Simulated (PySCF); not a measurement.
**Polarisability and C₆ of Cr+ (chromium, charge +1)**

[Ar] 3d5, high-spin 6S determinant. Computed with PySCF 2.14 in aug-cc-pVTZ-DK, with the spin-free X2C one-electron Hamiltonian (Gaussian nucleus). Coupled (time-dependent) response in atomic units; α is the mean over directions.

```json
{"method": "TPSS", "mean α (bohr³)": "14.49", "C₆ (like pair)": "54.73", "S(−4)": "290.2"}
{"method": "BP86", "mean α (bohr³)": "14.74", "C₆ (like pair)": "55.92", "S(−4)": "295.6"}
```

S(−4) is the Cauchy moment in α(ω) = α(0) + S(−4) ω² + …

α(iu) at TPSS:

```tsv
u (hartree)	α(iu) (bohr³)
0	14.49
0.0500	13.82
0.100	12.27
0.200	9.194
0.300	7.225
0.500	5.103
0.750	3.691
1.00	2.834
1.50	1.857
2.00	1.324
3.00	0.7740
5.00	0.3586
```

A single London oscillator, α(iu) = α/(1 + u²/ω²), gives C₆ = (3/4) ω α². Matching the computed C₆ needs ω = 4 × 54.73 / (3 × 14.49²) = 0.348 hartree.

For an ion, C₆ is the dispersion term alone; charge-induced terms of lower order in 1/R come first.
